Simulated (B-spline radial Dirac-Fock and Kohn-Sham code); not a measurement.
## EELS cross sections of the Ru L2 (2p1/2) edge

System: atomic ruthenium, [Kr] 4d7 5s1. These are calculated numbers from a radial atomic solver; the model is the first Born approximation with generalised oscillator strengths from a Dirac-Hartree-Slater potential (longitudinal and transverse terms; continuum final states only, so no white lines or fine structure). The edge is taken at 2967.0 eV (tabulated value).

Partial cross sections σ(β, Δ) in barn, integrated over a window Δ above the edge and up to the collection semi-angle β, for parallel illumination:

| E₀ (kV) | β (mrad) | Δ = 25 eV | Δ = 50 eV | Δ = 100 eV | Δ = 200 eV | Δ = 300 eV |
| --- | --- | --- | --- | --- | --- | --- |
| 60 | 50 | 11.5 | 24.1 | 47.6 | 90.2 | 128 |
| 60 | 100 | 19.5 | 40.8 | 81.3 | 156 | 222 |
| 80 | 50 | 11.8 | 24.9 | 49.3 | 93.6 | 133 |
| 80 | 100 | 18.2 | 38.1 | 76.0 | 146 | 208 |
| 100 | 5 | ? | ? | ? | ? | ? |
| 100 | 10 | 1.67 | 3.48 | 6.83 | 12.8 | 17.8 |
| 100 | 50 | 11.9 | 24.9 | 49.4 | 94.1 | 134 |
| 100 | 100 | 17.0 | 35.7 | 71.2 | 137 | 196 |
| 120 | 5 | 0.564 | 1.18 | 2.31 | 4.30 | 5.99 |
| 120 | 10 | 1.96 | 4.10 | 8.05 | 15.1 | 21.0 |
| 120 | 50 | 11.8 | 24.7 | 49.1 | 93.6 | 133 |
| 200 | 5 | 0.990 | 2.07 | 4.05 | 7.56 | 10.5 |
| 200 | 20 | 6.33 | 13.3 | 26.3 | 49.7 | 70.3 |
| 200 | 50 | 11.2 | 23.6 | 46.9 | 89.8 | 128 |

Q: Give the row for 100 kV and 5 mrad.

A: 0.464 b for 25 eV, 0.968 b for 50 eV, 1.90 b for 100 eV, 3.54 b for 200 eV, 4.92 b for 300 eV.
